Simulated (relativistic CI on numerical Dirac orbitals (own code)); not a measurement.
W³⁺ (5d3) in a crystal field

Calculated by Dirac-Coulomb-Breit CI, KLI orbitals optimised for each configuration, QED by a radiative potential, valence Slater integrals scaled by 0.65, one configuration in a parametric crystal field (own radial code).

Field parameters in Wybourne normalisation: Oh B⁴₀ = 21Dq, B⁴₄ = √(5/14) B⁴₀. The field is a parameter set, without covalency.

S is read from ⟨S²⟩ = S(S + 1).

Levels (cm⁻¹, degeneracy): 0 (4), 9609 (4), 10396 (4), 10914 (2), 17417 (2), 18236 (4), 40116 (2), 40623 (4), 41247 (4), 41756 (2), 45609 (2), 46741 (4).

(1) Which field gives this pattern?
A. Oh, 10Dq = 29450 cm⁻¹
B. Oh, 10Dq = 12600 cm⁻¹
C. Oh, 10Dq = 18250 cm⁻¹
D. Oh, 10Dq = 40650 cm⁻¹

Results:

(1) D. Oh, 10Dq = 40650 cm⁻¹, ground level with S = 1.48.
